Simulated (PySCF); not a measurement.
Compound: C6H7F3Si.
Cartesian coordinates in Å at the PBE0-D3(BJ)/def2-SVP level; atoms count from 1:
```xyz
17
C6H7F3Si angstrom
F      3.7168    0.2581    1.9636
C      3.6063   -0.1772    0.7294
F      4.7665   -0.4490    0.1895
C      2.4256   -0.3140    0.1073
F      2.4439   -0.7659   -1.1505
C      1.1398   -0.0172    0.6901
C     -0.0211   -0.1806    0.0281
C     -1.3492    0.1269    0.5648
C     -2.5657   -0.6846    0.0756
Si    -2.6136    1.0855   -0.4686
H      1.1515    0.3553    1.7179
H      0.0225   -0.5610   -0.9994
H     -1.3607    0.3739    1.6336
H     -3.2534   -1.0370    0.8514
H     -2.3495   -1.4553   -0.6731
H     -2.2643    1.4086   -1.8728
H     -3.5108    2.0443    0.2217
```

All values: PBE0/pcSseg-1 and PBE0/def2-SVPD (PySCF, non-relativistic), on one gas-phase PBE0-D3(BJ)/def2-SVP geometry that isn't relaxed in the solvent. The solvent is an IEF-PCM continuum (van der Waals radii × 1.2). The model holds no explicit solvent molecules, cavitation or dispersion.

Gas phase at PBE0/pcSseg-1: HOMO -6.01 eV, LUMO -0.86 eV, dipole 2.68 D.

**Question.** What does the continuum do to the energy, the frontier levels and the dipole at PBE0/pcSseg-1 in cyclohexane and benzene?

**Answer.** 
| solvent | ε | E(solvent) − E(gas) (kcal/mol) | polarisation term (kcal/mol) | distortion of the solute (kcal/mol) | HOMO (eV) | LUMO (eV) | dipole (D) |
| --- | --- | --- | --- | --- | --- | --- | --- |
| cyclohexane | 2.017 | -1.15 | -1.20 | 0.05 | -5.96 | -0.81 | 2.96 |
| benzene | 2.271 | -1.31 | -1.37 | 0.06 | -5.96 | -0.81 | 3.00 |

Polarisation term: ½ Σ q·V over the induced surface charges. Distortion: the rise of the solute's own energy as its density leaves the gas-phase optimum. From cyclohexane to benzene the lowering changes by a factor 1.14, Onsager's factor (ε − 1)/(2ε + 1) by 1.14 and ε itself by 1.1.

**Question.** Which radius a makes the point-dipole formula ΔE = −[(ε − 1)/(2ε + 1)]·μ²/a³ give the value in benzene, with the gas-phase dipole?

**Answer.** μ = 1.054 au and |ΔE| = 0.00209 Eh give a = 2.62 Å; the farthest nucleus lies 4.79 Å from the centroid of the nuclei, so such a sphere wouldn't even hold the nuclei. The formula assumes a rigid point dipole at the centre of a sphere.

**Question.** Give the dipole vector in the frame of the coordinates (D, pointing from negative to positive charge), gas and benzene.

**Answer.** Gas (-2.57, 0.59, 0.50), solvent (-2.88, 0.65, 0.54). Its length changes by +12 % and its direction by less than 1°.

Gas phase at PBE0/def2-SVPD: HOMO -6.06 eV, LUMO -0.93 eV, dipole 2.85 D.

**Question.** What does the continuum do to the energy, the frontier levels and the dipole at PBE0/def2-SVPD in benzene?

**Answer.** 
```json
{"solvent": "benzene", "ε": "2.271", "E(solvent) − E(gas) (kcal/mol)": "-1.31", "polarisation term (kcal/mol)": "-1.38", "distortion of the solute (kcal/mol)": "0.07", "HOMO (eV)": "-6.01", "LUMO (eV)": "-0.88", "dipole (D)": "3.21"}
```

**Question.** How does the static polarisability (PBE0/def2-SVPD, frozen core, with the continuum's full static response) change?

**Answer.** 
| medium | isotropic (au) | principal values (au) | ⟨r²⟩ of the electrons (bohr²) |
| --- | --- | --- | --- |
| gas | 118.4 | 82.9, 85.5, 186.7 | 2761.9 |
| benzene | 136.0 | 95.2, 97.8, 215.2 | 2761.8 |

The isotropic value in benzene is 1.15 times the gas-phase one; no cavity-field correction is applied. ⟨r²⟩ is taken about the centre of nuclear charge.

Time: 68 s of wall time; peak memory 1.0 GiB. Hardware: AMD EPYC 7R43, one thread, no GPU, shared host. This is the whole shielding run at PBE0/pcSseg-1 in benzene, SCF included.
